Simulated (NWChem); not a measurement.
Molecule: CHBrF2; SMILES FC(F)Br

All runs: NWChem. The geometry was optimised at PBE0/def2-SVP.

### Question
What does the run give for TPSS/def2-TZVPD? Quantities: highest occupied level (eV); orbital gap (eV); dipole (D).

### Answer
The highest occupied level (eV) is -7.60. The orbital gap (eV) is 6.07 and the dipole (D) is 1.32.
